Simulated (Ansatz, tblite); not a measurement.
Cost and result up the ladder for Ge(vinyl)3(NEt2) (C10H19GeN) (31 atoms). Total charge 0; singlet. Geometry: PBE0-D4/def2-SVP.

```xyz
31

Ge    0.1496   -0.3621    0.6562
C    -1.4505   -0.7627    1.6797
C    -1.7513   -1.9920    2.1090
H    -2.1261    0.0683    1.9199
H    -1.1040   -2.8498    1.8909
H    -2.6517   -2.2012    2.6985
C     0.9057   -2.0304   -0.0157
C     1.9929   -2.6042    0.5098
H     0.4180   -2.5120   -0.8736
H     2.5188   -2.1637    1.3654
H     2.4116   -3.5374    0.1143
C     1.4774    0.5257    1.7582
C     1.3637    0.6118    3.0875
H     2.3739    0.9414    1.2798
H     0.4955    0.2043    3.6192
H     2.1301    1.0921    3.7069
N    -0.3522    0.7713   -0.7032
C    -1.4919    0.4139   -1.5232
C    -2.5816    1.4782   -1.5382
C     0.6049    1.6795   -1.2961
C     1.5933    1.0343   -2.2633
H    -1.9264   -0.5272   -1.1426
H    -1.1833    0.1894   -2.5652
H    -2.9636    1.6527   -0.5207
H    -2.2018    2.4386   -1.9203
H    -3.4239    1.1755   -2.1805
H     0.0581    2.4880   -1.8157
H     1.1622    2.1879   -0.4904
H     2.2117    0.2797   -1.7507
H     1.0727    0.5258   -3.0903
H     2.2683    1.7842   -2.7059
```

Ansatz on 4 threads of Intel Xeon on a shared host; xTB runs through tblite on one thread. Times are rough, summed over both states, and most runs start from the orbitals of an earlier one. PBE0-D4/def2-SVP serves as the yardstick here, not as an exact answer. The other state is a doublet.

The xTB rows come from tblite.

Raw xTB energies of ions are shifted by several eV.

```
           level  functions  wall time  vertical IE (eV)  difference from PBE0-D4/def2-SVP (eV)
        GFN2-xTB         72    0.058 s             11.91                                   4.57
        GFN1-xTB         91    0.097 s             12.63                                   5.30
 PBE-D4/def2-SVP        281       12 s              7.15                                  -0.18
PBE0-D4/def2-SVP        281       25 s              7.34                                   0.00
```
